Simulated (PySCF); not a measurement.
A structure optimised at PBE-D3(BJ)/def2-TZVP, used in a PySCF frequency run:

```xyz
2

Tl     0.0000     0.0000    -0.4376
Cl     0.0000     0.0000     2.0848
```

Problem. Write its SMILES, formula and point group.

Solution. [Cl][Tl], ClTl, C∞v

Problem. What are its rotational constants (standard atomic weights)?

Solution. 2.6293 GHz (linear rotor, B only)
